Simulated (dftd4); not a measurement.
Cl3OTa (SMILES [O]=[Ta]([Cl])([Cl])[Cl]), singlet, geometry from GFN2-xTB (such geometries of metal compounds can be far from the true shape); D4 for r2scan (dftd4).

Here is a job for dftd4.
```
$ dftd4 mol.xyz --func r2scan --charge 0 --json dftd4.json --noedisp

# file mol.xyz
5

Ta     0.15665099     0.08849969    -0.15002696
O      1.28874592     0.72807464    -1.23425093
Cl     1.08693711    -0.91589593     1.59030402
Cl    -1.17072286    -1.42716546    -1.06863054
Cl    -1.19536069     1.62040996     0.70338389
```

Problem. Predict the main parts of the log of this dftd4 run.

Solution. 
```
                    ____  _____ _____     ____  _  _
      -------------|  _ \|  ___|_   _|---|  _ \| || |------------
     |             | | | | |_    | | ___ | | | | || |_           |
     |             | |_| |  _|   | ||___|| |_| |__   _|          |
     |             |____/|_|     |_|     |____/   |_|            |
     |             ===================================           |
     |            E. Caldeweyher, S. Ehlert & S. Grimme          |
     |          Mulliken Center for Theoretical Chemistry        |
     |                    University of Bonn                     |
      -----------------------------------------------------------

Rational (Becke-Johnson) damping: r2scan-D4-ATM
---------------------
  s6         1.0000
  s8         0.6019
  s9         1.0000
  a1         0.5156
  a2         5.7734
 alp        16.0000
--------------------

Dispersion energy:      -1.7177694631280E-03 Eh

[Info] JSON dump of results written to 'dftd4.json'
```
